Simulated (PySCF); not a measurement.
## C₆ coefficients of unlike pairs at PBE

Calculated with PySCF 2.14 from the dipole response of each species, C₆(A,B) = (3/π) ∫ α_A(iu) α_B(iu) du, in atomic units, from isotropic polarisabilities. For ions this is the dispersion term alone; charge-induced terms of lower order in 1/R come first.

| species | configuration | basis | relativity | α (bohr³) | C₆ (like pair) |
| --- | --- | --- | --- | --- | --- |
| Ta³⁺ | [Xe] 4f14 5d2 (3F) | aug-cc-pVTZ-PP with one added diffuse shell each of s, p, d, f, g type with ECP60MDF (7s7p6d4f3g) | core potential | 7.413 | 33.38 |
| Tl²⁺ | [Xe] 4f14 5d10 6s1 (2S) | def2-QZVPPD with the def2 core potential (60 electrons) (8s6p5d4f1g) | core potential | 12.14 | 78.28 |
| Sb | [Kr] 4d10 5s2 5p3 (4S) | aug-cc-pVDZ-PP with ECP28MDF (5s4p3d) | core potential | 46.19 | 497.2 |
| Cl⁺ | [Ne] 3s2 3p4 (3P) | aug-cc-pVTZ-DK (6s5p3d2f) | spin-free X2C | 8.766 | 41.82 |

**Question.** Estimate C₆ for Cl⁺ with Ta³⁺.

**Answer.** The integral gives 36.90. The combination rule 2 C_A C_B / (C_A α_B/α_A + C_B α_A/α_B) gives 37.31 and the geometric mean 37.36.

No spin-orbit coupling is included.

The other pairs:

```tsv
pair	C₆
Sb, Ta³⁺	114.1
Cl⁺, Sb	133.8
Tl²⁺, Ta³⁺	51.05
Sb, Tl²⁺	178.5
Cl⁺, Tl²⁺	56.63
```
